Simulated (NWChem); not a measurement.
System: ScH₂O₂F; SMILES [OH][Sc]([OH])[F]

The following NWChem deck was run.

```
start job
memory heap 200 mb stack 900 mb global 1100 mb
geometry units angstroms noautosym nocenter noautoz
  Sc     0.001758     0.004530    -0.000001
  F      1.826897     0.200471     0.000001
  O     -0.670080    -1.737618    -0.000000
  H     -1.406448    -2.356626     0.000001
  O     -1.108510     1.497750    -0.000001
  H     -1.368498     2.422954     0.000001
end
basis spherical
  * library def2-svp
end
dft
  xc pbe0
  iterations 150
end
property
  efieldgrad
end
task dft property
```

Excerpt of the output:

```
             Northwest Computational Chemistry Package (NWChem) 7.3.0
             --------------------------------------------------------

                             Geometry "geometry" -> ""
                             -------------------------

 Output coordinates in angstroms (scale by  1.889725989 to convert to a.u.)

  No.       Tag          Charge          X              Y              Z
 ---- ---------------- ---------- -------------- -------------- --------------
    1 Sc                  21.0000     0.00175800     0.00453000    -0.00000100
    2 F                    9.0000     1.82689700     0.20047100     0.00000100
    3 O                    8.0000    -0.67008000    -1.73761800     0.00000000
    4 H                    1.0000    -1.40644800    -2.35662600     0.00000100
    5 O                    8.0000    -1.10851000     1.49775000    -0.00000100
    6 H                    1.0000    -1.36849800     2.42295400     0.00000100

 Effective nuclear repulsion energy (a.u.)     205.6077766999

                              NWChem Property Module
                              ----------------------

  itol2e modified to match energy
  convergence criterion.

                                 NWChem DFT Module
                                 -----------------

 Summary of "ao basis" -> "ao basis" (spherical)
 ------------------------------------------------------------------------------
       Tag                 Description            Shells   Functions and Types
 ---------------- ------------------------------  ------  ---------------------
 Sc                         def2-svp                11       31   5s3p2d1f
 F                          def2-svp                 6       14   3s2p1d
 O                          def2-svp                 6       14   3s2p1d
 H                          def2-svp                 3        5   2s1p

  itol2e modified to match energy
  convergence criterion.

            General Information
            -------------------
          SCF calculation type: DFT
          Wavefunction type:  closed shell.
          No. of atoms     :     6
          No. of electrons :    48
           Alpha electrons :    24
            Beta electrons :    24
          Charge           :     0
          Spin multiplicity:     1
          Use of symmetry is: off; symmetry adaption is: off
          Maximum number of iterations: 150
          AO basis - number of functions:    83
                     number of shells:    35
          Convergence on energy requested:  1.00D-07
          Convergence on density requested:  1.00D-05
          Convergence on gradient requested:  5.00D-04

              XC Information
              --------------
                         PBE0 Method XC Functional
                     Hartree-Fock (Exact) Exchange  0.250
          PerdewBurkeErnzerhof Exchange Functional  0.750
            Perdew 1991 LDA Correlation Functional  1.000 local
           PerdewBurkeErnz. Correlation Functional  1.000 non-local

             Grid Information
             ----------------
          Grid used for XC integration:  fine
          Radial quadrature: Mura-Knowles
          Angular quadrature: Lebedev.
          Tag              B.-S. Rad. Rad. Pts. Rad. Cut. Ang. Pts.
          ---              ---------- --------- --------- ---------
          Sc                  1.60      140          11.0       974
          F                   0.50       70          11.0       590
          O                   0.60       70          11.0       590
          H                   0.35       60          12.0       590
          Grid pruning is: on
          Number of quadrature shells:   470
          Spatial weights used:  Erf1

      Superposition of Atomic Density Guess
      -------------------------------------

 Sum of atomic energies:       -1009.30525171

      Non-variational initial energy
      ------------------------------

 Total energy =   -1009.342032
 1-e energy   =   -1794.600467
 2-e energy   =     579.650658
 HOMO         =      -0.517325
 LUMO         =      -0.098480

[...]

          -----------------------
          Electric field gradient
          -----------------------

 1 a.u. = 0.324123 10**(16) esu/cm**3  ( or statvolts/cm**2 ) = 0.97174 10**(22) v/m**2

 ------------------------------------------------------------
   Atom      X         Y         Z
 ------------------------------------------------------------
    1 Sc   0.00332   0.00856  -0.00000
 ------------------------------------------------------------

 Electric field gradient in molecular frame (a.u.)
         XX             YY             ZZ             XY             XZ             YZ
 ------------------------------------------------------------------------------------------
        0.554097       0.700528      -1.254625       0.080167       0.000001      -0.000000

 Principal components (a.u.) and orientation
 of principal axis w.r.t. absolute frame                      Asymmetry parameter eta
 --------------------------------------------------------------------------------------
       -1.254625       0.735882       0.518743                       0.173071

       -0.000000       0.403504       0.914978
        0.000000       0.914978      -0.403504
        1.000000      -0.000000       0.000000

 ------------------------------------------------------------
   Atom      X         Y         Z
 ------------------------------------------------------------
    2 F    3.45233   0.37884   0.00000
 ------------------------------------------------------------

 Electric field gradient in molecular frame (a.u.)
         XX             YY             ZZ             XY             XZ             YZ
 ------------------------------------------------------------------------------------------
       -0.048762       0.188808      -0.140046      -0.044530       0.000000       0.000000

 Principal components (a.u.) and orientation
 of principal axis w.r.t. absolute frame                      Asymmetry parameter eta
 --------------------------------------------------------------------------------------
        0.196880      -0.140046      -0.056834                       0.422651

       -0.178373      -0.000005       0.983963
        0.983963      -0.000001       0.178373
        0.000000       1.000000       0.000005

 ------------------------------------------------------------
   Atom      X         Y         Z
 ------------------------------------------------------------
    3 O   -1.26627  -3.28362   0.00000
 ------------------------------------------------------------

 Electric field gradient in molecular frame (a.u.)
         XX             YY             ZZ             XY             XZ             YZ
 ------------------------------------------------------------------------------------------
       -0.333443      -0.193512       0.526955      -1.077508       0.000001       0.000001

 Principal components (a.u.) and orientation
 of principal axis w.r.t. absolute frame                      Asymmetry parameter eta
 --------------------------------------------------------------------------------------
       -1.343254       0.816299       0.526955                       0.215405

        0.729656      -0.683814       0.000001
        0.683814       0.729656       0.000001
       -0.000001      -0.000000       1.000000

 ------------------------------------------------------------
   Atom      X         Y         Z
 ------------------------------------------------------------
    4 H   -2.65780  -4.45338   0.00000
 ------------------------------------------------------------

 Electric field gradient in molecular frame (a.u.)
         XX             YY             ZZ             XY             XZ             YZ
 ------------------------------------------------------------------------------------------
       -0.181250      -0.060677       0.241927      -0.365028       0.000001       0.000000

 Principal components (a.u.) and orientation
 of principal axis w.r.t. absolute frame                      Asymmetry parameter eta
 --------------------------------------------------------------------------------------
       -0.490936       0.249009       0.241927                       0.014427

        0.762544      -0.646936       0.000000
        0.646936       0.762544       0.000001
       -0.000001      -0.000001       1.000000

 ------------------------------------------------------------
   Atom      X         Y         Z
 ------------------------------------------------------------
    5 O   -2.09478   2.83034  -0.00000
 ------------------------------------------------------------

 Electric field gradient in molecular frame (a.u.)
         XX             YY             ZZ             XY             XZ             YZ
 ------------------------------------------------------------------------------------------
        0.609952      -1.147855       0.537903       0.627869       0.000001      -0.000004

 Principal components (a.u.) and orientation
 of principal axis w.r.t. absolute frame                      Asymmetry parameter eta
 --------------------------------------------------------------------------------------
       -1.349086       0.811184       0.537903                       0.202567

       -0.305206       0.952286       0.000000
        0.952286       0.305206      -0.000002
        0.000002       0.000000       1.000000

 ------------------------------------------------------------
   Atom      X         Y         Z
 ------------------------------------------------------------
    6 H   -2.58609   4.57872   0.00000
 ------------------------------------------------------------

 Electric field gradient in molecular frame (a.u.)
         XX             YY             ZZ             XY             XZ             YZ
 ------------------------------------------------------------------------------------------
        0.194263      -0.437788       0.243525       0.196107       0.000000      -0.000001

[...]
```

Level: PBE0/def2-SVP. All runs use the structure optimised with B3LYP/6-31G* (spherical d). NWChem prints the field gradient with the sign opposite to the second derivative of the potential.
